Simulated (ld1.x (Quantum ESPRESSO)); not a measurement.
**Reading a pseudo-wave (S (Z = 16))**

Columns: radius, all-electron u(r) and pseudo u(r) of the 3s shell (level -39.40 eV) of sulfur in the configuration [Ne] 3s2 3p2; PBE, scalar-relativistic, TM scheme, ld1.x (Quantum ESPRESSO) 7.5.

```csv
r (bohr),all-electron,pseudo
0.075,0.1972,0.0420
0.150,-0.0866,0.0837
0.225,-0.3300,0.1248
0.300,-0.4337,0.1653
0.375,-0.4139,0.2053
0.450,-0.3111,0.2456
0.525,-0.1621,0.2880
0.600,0.0056,0.3347
0.675,0.1734,0.3884
0.750,0.3297,0.4514
0.825,0.4681,0.5245
0.900,0.5858,0.6049
0.975,0.6820,0.6858
1.050,0.7578,0.7580
1.125,0.8142,0.8142
1.200,0.8528,0.8528
1.275,0.8756,0.8756
1.350,0.8846,0.8846
1.425,0.8819,0.8819
1.500,0.8693,0.8693
1.575,0.8489,0.8489
1.650,0.8222,0.8222
1.725,0.7907,0.7907
1.800,0.7558,0.7558
1.875,0.7185,0.7185
1.950,0.6797,0.6797
```

(1) How many radial nodes do the two functions have?

(2) At about which radius was the pseudo-wave matched?

(3) Is the pseudo-wave norm-conserving?

## Answers

(1) The all-electron 3s function has n − l − 1 = 2; the pseudo-wave has 0, since the states of the same l below it are removed with the core.

(2) 1.15 bohr. The columns agree to 0.0005 from 1.05 bohr on; several derivatives are matched, so the curves merge somewhat inside the radius.

(3) Yes: the TM scheme keeps the norm inside the radius equal to the all-electron one, which fixes the energy derivative of the logarithmic derivative at the level.
